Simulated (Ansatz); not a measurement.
CH₅NSSi, SMILES `N[SiH2]C=S`. Charge 0, multiplicity 1. The geometry is a stationary point of PBE0-D4/def2-TZVP. It is one conformer, not always the lowest.

```xyz
9

N     0.107    0.583   -1.359
Si    0.522   -0.489   -0.106
C    -0.495    0.013    1.397
S    -1.639    1.148    1.363
H    -0.699    1.173   -1.218
H     0.322    0.428   -2.327
H     0.223   -1.929   -0.368
H     1.961   -0.422    0.275
H    -0.302   -0.503    2.343
```

(1) What is the dipole moment at r2SCAN/def2-TZVPP? (An estimate is asked.)

(2) And with PBE, B3LYP, ωB97M-V? (An estimate is asked.)

(3) Give the Mulliken charges with r2SCAN, PBE, ωB97M-V in def2-TZVPP. (Best estimate.)

Answers

(1) Computed: 1.39 D, with components (0.56, -0.80, -0.99) D in this frame, pointing from negative to positive charge.

(2) Computed: PBE 1.27 D, B3LYP 1.32 D, ωB97M-V 1.29 D.

(3) Computed: 
| atom | r2SCAN | PBE | ωB97M-V |
| --- | --- | --- | --- |
| N1 | -0.45 | -0.38 | -0.37 |
| Si2 | 0.49 | 0.37 | 0.40 |
| C3 | -0.09 | -0.07 | -0.16 |
| S4 | -0.17 | -0.17 | -0.13 |
| H5 | 0.16 | 0.14 | 0.13 |
| H6 | 0.15 | 0.15 | 0.11 |
| H7 | -0.10 | -0.08 | -0.05 |
| H8 | -0.09 | -0.07 | -0.05 |
| H9 | 0.09 | 0.11 | 0.13 |

B3LYP here is the variant with VWN-RPA as its local correlation; programs differ in this.
